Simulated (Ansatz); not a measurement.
`C=C(F)Br` + H₂S → `C=C(F)S` + HBr  (substitution at a C–Br bond)

Gas-phase electronic energies from Ansatz, PBE0-D4/def2-TZVP geometries. CCSD(T)/CBS is the MP2 limit (def2-TZVPP, def2-QZVPP) plus CCSD(T) − MP2 in def2-TZVPP, frozen cores. This one scheme is used for every species. DFT in def2-TZVPP. For Br outer-core shells are correlated without core-valence functions, which leaves a few kJ/mol of doubt a bond. Scalar relativity is left out up to krypton. One conformer a species, not always the lowest.

```json
{"level": "CAM-B3LYP-D4", "ΔE (kJ/mol)": "-14.1"}
{"level": "B2PLYP", "ΔE (kJ/mol)": "-11.9"}
{"level": "BLYP", "ΔE (kJ/mol)": "-10.4"}
{"level": "r2SCAN", "ΔE (kJ/mol)": "-13.8"}
{"level": "MP2/def2-SVP", "ΔE (kJ/mol)": "-16.4"}
{"level": "CCSD(T)/def2-SVP", "ΔE (kJ/mol)": "-16.9"}
{"level": "SCS-MP2/def2-QZVPP", "ΔE (kJ/mol)": "-10.8"}
{"level": "HF/CBS(def2)", "ΔE (kJ/mol)": "-15.1"}
```

(1) What does CCSD(T)/CBS give? (Estimate.)

Largest T1 diagnostic among the species: 0.012.

Results:

(1) The calculation gave: -12.6 kJ/mol. The listed levels differ from it by -1.5, 0.7, 2.2, -1.2, -3.8, -4.3, 1.8, -2.5 kJ/mol.

In def2-TZVPP, CCSD(T) changes the Hartree–Fock value by +4.7 kJ/mol (the triples alone add +0.3 kJ/mol) and MP2 by +5.1 kJ/mol. From BLYP to BHLYP (50 % exact exchange), in def2-TZVPP and without D4, ΔE moves by −4.0 kJ/mol. Leaving LDA and LC-ωPBE aside and taking each functional with its dispersion term where it has one, the values, not all of them listed here, spread over 3.3 kJ/mol, from r2SCAN0-D4 to BLYP-D4. LDA lies −3.7 kJ/mol from PBE without D4.
